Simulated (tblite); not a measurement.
C₅H₅O₂Si (doublet state).
SMILES with atom numbers: `[CH:1]#[C:2][Si@@:3]1([O:4])[O:5][CH:6]=[C:7]1[CH3:8]` (hydrogens: H9 on C1; H10 on C6; H11, H12, H13 on C8)
Bond orders are those of one Lewis drawing.

Computed with GFN2-xTB (tblite), gas phase: L-BFGS steps from a force-field or distance-geometry start until the largest atomic force falls under 0.01 eV/Å.

The end geometry, which sets the zero of energy:
```
atom  x, y, z in Å
C1      2.7907    0.8968    0.5376
C2      2.0558    0.0061    0.2054
Si3     0.9096   -1.3453   -0.3163
O4      0.8780   -2.1514   -1.5945
O5      0.0712   -1.8088    1.0728
C6     -0.9515   -0.9118    1.0260
C7     -0.9102   -0.1028    0.0010
C8     -1.5419    0.9643   -0.7541
H9      3.4453    1.6654    0.8338
H10    -1.6599   -0.9594    1.8439
H11    -1.7287    1.8281   -0.1108
H12    -0.8838    1.2902   -1.5602
H13    -2.4790    0.6291   -1.2023
```

**Question.** These geometries come from the run, each turned onto the end geometry. Order them by energy, lowest first.
A.
```
atom  x, y, z in Å
C1      2.9317    0.8449    0.5726
C2      2.1467   -0.0017    0.2417
Si3     0.9454   -1.2946   -0.3004
O4      0.8827   -2.0771   -1.5916
O5      0.0943   -1.7439    1.0816
C6     -0.9533   -0.8793    1.0078
C7     -0.9315   -0.0663   -0.0132
C8     -1.6356    0.9462   -0.7772
H9      3.6236    1.5701    0.8938
H10    -1.6779   -0.9470    1.8096
H11    -1.8581    1.8133   -0.1519
H12    -1.0099    1.2909   -1.6000
H13    -2.5626    0.5452   -1.1905
```
B.
```
atom  x, y, z in Å
C1      3.0101    0.8507    0.5449
C2      2.1764    0.0285    0.2734
Si3     0.9443   -1.2444   -0.2489
O4      0.8870   -1.9772   -1.5712
O5      0.0734   -1.7374    1.1107
C6     -1.0177   -0.9246    1.0176
C7     -0.9785   -0.0778    0.0241
C8     -1.6431    0.9402   -0.7720
H9      3.7392    1.5654    0.8001
H10    -1.7730   -1.0593    1.7857
H11    -1.8829    1.8257   -0.1752
H12    -0.9809    1.2582   -1.5800
H13    -2.5586    0.5524   -1.2267
```
C.
```
atom  x, y, z in Å
C1      3.0787    0.8794    0.4927
C2      2.1254    0.1681    0.2295
Si3     0.8345   -1.0264   -0.2394
O4      0.8829   -1.8703   -1.5174
O5      0.0309   -1.7234    1.1697
C6     -1.1021   -0.9865    1.0287
C7     -0.9335   -0.1580    0.0269
C8     -1.5756    0.8741   -0.7699
H9      3.8874    1.5006    0.7225
H10    -1.9963   -1.0606    1.6753
H11    -1.8061    1.6932   -0.0854
H12    -0.9377    1.2453   -1.5731
H13    -2.4928    0.4648   -1.1780
```
D.
```
atom  x, y, z in Å
C1      3.0454    0.8554    0.5259
C2      2.1436    0.0865    0.3276
Si3     0.9143   -1.1792   -0.2219
O4      0.8757   -1.9199   -1.5417
O5      0.0693   -1.7202    1.1377
C6     -1.0465   -0.9470    1.0153
C7     -0.9861   -0.0935    0.0273
C8     -1.6372    0.9280   -0.7738
H9      3.8281    1.5328    0.7223
H10    -1.8285   -1.1379    1.7410
H11    -1.8728    1.8065   -0.1678
H12    -0.9633    1.2483   -1.5695
H13    -2.5465    0.5407   -1.2401
```
E.
```
atom  x, y, z in Å
C1      2.8881    0.8508    0.5827
C2      2.0960    0.0226    0.2221
Si3     0.9222   -1.2957   -0.3227
O4      0.8931   -2.0953   -1.6052
O5      0.0866   -1.7660    1.0660
C6     -0.9472   -0.8834    1.0203
C7     -0.9254   -0.0788   -0.0094
C8     -1.6125    0.9446   -0.7765
H9      3.5861    1.5714    0.9008
H10    -1.6393   -0.9231    1.8526
H11    -1.8273    1.8135   -0.1491
H12    -0.9830    1.2803   -1.6004
H13    -2.5420    0.5596   -1.1988
```

**Answer.** E (0.003 eV), A (0.007 eV), B (0.018 eV), D (0.030 eV), C (0.277 eV).

In the order of the answer:

```
step  E above end (eV)  largest force (eV/Å)  rms force component (eV/Å)  rms distance from end (Å)  rms bond change (Å)  bond most changed (Å)
  52             0.003                  0.02                       0.009                      0.087                0.002          Si3–C7 +0.008
  35             0.007                  0.09                       0.030                      0.110                0.010          Si3–C7 +0.035
  29             0.018                  0.09                       0.035                      0.157                0.011          Si3–C7 +0.039
  19             0.030                  0.10                       0.034                      0.200                0.007          Si3–C7 -0.023
   3             0.277                  2.41                       0.631                      0.251                0.071          Si3–C7 -0.239
```

What follows is the cost of the whole relaxation. Time: 0.49 s wall. Hardware: Arm Neoverse V2, one thread, no GPU, shared host.
